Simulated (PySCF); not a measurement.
# Peak assignment

Structure with atom numbers: `[CH3:1][c:2]1[o:3][cH:4][c:5]([CH:6]2[CH2:7][CH2:8]2)[p:9]1`; H(Xn) means a hydrogen on atom n. Ha(C7), Ha(C8) are cis to C5 on the ring; Hb(C7), Hb(C8) are trans to C5 on the ring.

- shieldings: GIAO PBE0/pcSseg-1
- GFN2-xTB structure
- run in PySCF 2.14.0 with density-fitted response routines
- non-relativistic, one computed conformer, no solvent, equivalent nuclei averaged

Chemical shifts δ = σref − σ; ¹³C (σ = 186.93 ppm), ¹H (σ = 31.72 ppm) against TMS, all at this level.

**Question.** Assign these signals to the numbered atoms. ¹³C{¹H} NMR (computed): δ 205.4, 159.2, 148.3, 22.2, 16.1, 13.2.

**Answer.** 
| δ (ppm) | atoms | environment | reason |
| --- | --- | --- | --- |
| 205.4 | C2 | substituted aromatic carbon next to the ring oxygen | – |
| 159.2 | C5 | substituted aromatic carbon | – |
| 148.3 | C4 | aromatic CH next to the ring oxygen | – |
| 22.2 | C1 | methyl carbon on an aromatic ring | aliphatic region, no heteroatom directly attached |
| 16.1 | C7/C8 | three-membered-ring carbon | carbons of three-membered rings are unusually shielded |
| 13.2 | C6 | three-membered-ring carbon | – |

**Question.** Assign these signals to the numbered atoms. ¹H NMR (400 MHz, computed): δ 7.99 (m, 1H), 2.76 (m, 3H), 1.82 (m, 1H), 1.11 (m, 2H), 0.66 (m, 2H).

**Answer.** 
| δ (ppm) | atoms | environment | reason |
| --- | --- | --- | --- |
| 7.99 | H(C4) | hydrogen on an aromatic CH next to the ring oxygen | it sits in the deshielding region of the aromatic ring current |
| 2.76 | H(C1) | hydrogen on a methyl carbon on an aromatic ring | benzylic-type position, deshielded by the ring |
| 1.82 | H(C6) | hydrogen on a three-membered-ring carbon | – |
| 1.11 | Hb(C7)/Hb(C8) | hydrogen on a three-membered-ring carbon | cyclopropane-type protons are shielded by the ring |
| 0.66 | Ha(C7)/Ha(C8) | hydrogen on a three-membered-ring carbon | – |

Splittings by ³¹P in the carbon and heteronuclear signals aren't shown, as no couplings were computed. Shifts are as computed. Against solution values, carbons near 30 ppm lie about +3 ppm off and those near 130 ppm about +5 ppm. Of 1211 compounds with measured shifts, 218 miss one by over three times the rms of a fit or turn the order of signals round; such compounds aren't used in these exercises. No couplings were computed; multiplicities are counted from neighbouring protons, with m where these are inequivalent, close in shift, in a saturated or five-membered ring or joined by F or P, and br s for small geminal =CH2 splittings.
